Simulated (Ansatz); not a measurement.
FNa, triplet, at the geometry of the source list (a higher spin typed on purpose: for a closed-shell molecule this is an excited state); SVWN5/pcseg-0 (Ansatz, a program for electronic structure).

The Ansatz input:
Ansatz 0.2 input:
```yaml
crystal:
  periodic: [false, false, false]
  atoms:
    - {symbol: Na, position_ang: [-0.46820000, -0.38610000, -0.63250000]}
    - {symbol: F, position_ang: [0.46820000, 0.38610000, 0.63250000]}
basis:
  gaussian:
    orbitals: pcseg-0.json
hamiltonian:
  xc: {name: SVWN5}
magnetization: {spin_polarized: true, initial_magnetization: 2}
```
The basis file holds pcseg-0 in the JSON format of the Basis Set Exchange.

Output, abridged:

```
Functional definition: SVWN5
193 factors; integrals over basis functions are off by at most 1.1e-4 eV
mean field evaluation 1: about -7074.9155 eV, gradient 2.8e0 eV
mean field evaluation 2: about -7074.9085 eV, gradient 3.1e0 eV
mean field evaluation 4: about -7074.9340 eV, gradient 1.5e0 eV
mean field evaluation 8: about -7074.9332 eV, gradient 9.2e-1 eV
mean field evaluation 16: about -7074.9398 eV, gradient 2.7e-2 eV
mean field evaluation 32: about -7074.8300 eV, gradient 2.0e-1 eV
mean field -7074.93882443 eV, -259.9992062320 hartree, gradient 6.3e-6 eV, S^2 2.000367; 6 other end points of the search recorded, 0 dependent functions left out
reference -7074.93885409 eV, -259.9992073218 hartree; 11, 9 occupied and 8, 10 virtual orbitals, 193 factors
Total energy: -7074.93885409 eV, -259.9992073218 hartree
```
